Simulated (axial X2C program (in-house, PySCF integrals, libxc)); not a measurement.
**Potential curves of BaB⁺, 2c**

Computed with an in-house all-electron X2C program for linear molecules (integrals from PySCF). Two-component (2c) means X2C with spin–orbit coupling and atomic mean-field two-electron Coulomb and Gaunt terms. Basis: Ba dyall-cv3z [14s14p9d5f1g], B dyall-v3z [7s6p2d1f] (cores contracted in-house); Gaussian nuclei, density fitting, unrestricted open shells. Masses: Ba 137.905 u, B 11.009 u.

State: Ω = 2 (⟨Sz⟩ = 1.00, ⟨Lz⟩ = 1.00 at PBE0). Energies in kJ/mol from the fragments at the same level (Ba+ + B). Fits are polynomials in 1 − R0/R over 0.85 to 1.23 times the lowest point R0.

```
 R (Å)     PBE0  CCSD(T)
2.3516  -109.35         
2.4597  -135.42   -85.81
2.5408  -147.01   -98.55
2.6219  -153.16  -105.74
2.7030  -154.96  -108.42
2.7976  -152.77  -107.08
2.8922  -147.11  -102.08
3.0138  -136.29   -91.94
3.1625  -119.79         
3.3787   -93.18
```

Correlated methods: 12 electrons correlated (number of frozen shells: Ba 4 s, 3 p, 2 d; B 1 s), 276 virtual spin orbitals or spinors in MP2, 90 natural virtuals in coupled cluster.

Dissociation energies refer to the lowest single-determinant-based atoms at the same level and basis. Density functionals use the spin component along the axis (collinear). CCSD and (T) use frozen natural virtuals with an MP2 correction for the truncation; (T) itself is uncorrected, so its De runs slightly low. The 2c atoms are single determinants rather than J levels; their spin–orbit lowering is only partly caught, and De is too large by that part. This holds for PBE0. The functionals have no current-density term, which raises determinants with orbital currents, atoms included. The state is one determinant with fixed occupations, lowest in a PBE0 search at one distance only: followed along the bond, the 2c determinant Ω = 1 reaches 0.10 eV lower at PBE0, at Re = 2.461 Å, so the state shown is not the lowest. With several unpaired electrons one determinant need not be a pure state. A state of lower Ω lies just above, and one determinant can place such states too high, so the state shown need not be the lowest. The search has Ω = 1 only 0.08 eV up. Open-shell Ω = 0 determinants with evenly filled partner blocks cannot be reached by this program, so the Ω shown need not be the lowest component. Coupled cluster ran on the points near the minimum only. MP2 and coupled cluster on one determinant become unreliable at the stretched end.

What are Re, ωe and De at the PBE0 level?

At PBE0, 2c: Re = 2.701 Å, ωe ≈ 380 cm⁻¹, De = 1.61 eV to Ba+ + B; Be follows as 0.227 cm⁻¹.

What are Re, ωe and De at the CCSD(T) level?

At CCSD(T), 2c: Re = 2.720 Å, ωe ≈ 378 cm⁻¹, De = 1.12 eV to Ba+ + B; Be follows as 0.223 cm⁻¹.
